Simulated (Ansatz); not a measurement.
The cluster Li₁₂⁻, relaxed as a doublet with UKS r2SCAN/def2-SVPD in Ansatz, starting from packed atoms. Force threshold 0.02 eV/Å.

The charge -1 doublet is spin-contaminated (final ⟨S²⟩ up to 1.55, 0.75 for a pure state). The relaxation made no stability test and no search for a lower SCF solution. Another isomer (doublet) lies 0.17 eV lower at r2SCAN/def2-TZVPD; other spin states weren't run for this one.

Start:

Cartesian coordinates in Å:
```
Li -0.1798 0.0157 3.5113
Li 0.0436 0.7702 1.2334
Li 0.0471 -1.1864 -0.5377
Li -0.1799 2.5417 3.1355
Li 0.0771 -3.7791 -1.1277
Li -0.0665 3.1692 0.4255
Li 0.1650 -4.3955 1.8325
Li 0.0512 3.7057 -2.0662
Li 0.1108 -1.8177 1.8253
Li -0.0626 1.2741 -3.8226
Li 0.0416 -1.6053 -3.1139
Li -0.0477 1.3075 -1.2955
```

| step | energy (eV) | largest force component (eV/Å) | SCF passes |
| --- | --- | --- | --- |
| 1 | -2449.1673 | 1.090 | 118 |
| 2 | -2449.9007 | 0.610 | 58 |
| 3 | -2450.3613 | 0.333 | 68 |
| 4 | -2450.6574 | 0.208 | 129 |
| 5 | -2450.8432 | 0.124 | 69 |
| 6 | -2451.0038 | 0.153 | 129 |
| 7 | -2451.0815 | 0.105 | 51 |
| 8 | -2451.1266 | 0.092 | 53 |
| 9 | -2451.1699 | 0.065 | 50 |
| 10 | -2451.2118 | 0.050 | 50 |
| 11 | -2451.2536 | 0.057 | 51 |
| 13 | -2451.3504 | 0.092 | 62 |
| 15 | -2451.5234 | 0.130 | 57 |
| 17 | -2451.6664 | 0.117 | 47 |
| 19 | -2451.7947 | 0.097 | 53 |
| 21 | -2451.9037 | 0.061 | 89 |
| 23 | -2452.0225 | 0.095 | 69 |
| 25 | -2452.1530 | 0.109 | 72 |
| 27 | -2452.2833 | 0.098 | 65 |
| 29 | -2452.4278 | 0.087 | 122 |
| 31 | -2452.5540 | 0.092 | 64 |
| 33 | -2452.7044 | 0.117 | 79 |
| 35 | -2452.8450 | 0.129 | 159 |
| 37 | -2452.9281 | 0.050 | 60 |
| 39 | -2452.9872 | 0.030 | 57 |
| 41 | -2452.9910 | 0.007 | 56 |
| 42 | -2452.9915 | 0.006 | 55 |

Force components are those of the run's own axes.

End:

```xyz
12

Li   -0.629   -0.719    2.733
Li    1.014    1.190    0.771
Li   -0.793   -1.130   -0.136
Li   -1.079    2.399    2.663
Li    0.364   -3.279   -1.693
Li    0.197    4.158    0.331
Li   -0.855   -3.706    1.418
Li    0.742    2.299   -2.162
Li    1.648   -2.074    0.981
Li   -0.821   -0.318   -2.923
Li    1.834   -0.549   -1.691
Li   -1.624    1.729   -0.294
```

Bonds lost: Li2–Li9, Li10–Li12 (atoms count from 1). Bonds formed: Li1–Li3, Li3–Li7, Li3–Li10 (atoms count from 1). Metal–metal contacts that move far: Li1–Li2 2.41 to 3.19 Å, Li1–Li9 2.51 to 3.18 Å, Li6–Li8 2.55 to 3.16 Å, Li1–Li4 2.55 to 3.15 Å, Li2–Li6 2.53 to 3.11 Å, Li6–Li12 2.54 to 3.10 Å.

The force fell under the threshold at step 41, but the optimiser went on. No frequencies were taken in this run, so the end may be a saddle point.

Run time 4.2 min (4 threads of Intel Xeon 6975P-C on a shared host), peak host memory 0.65 GiB.
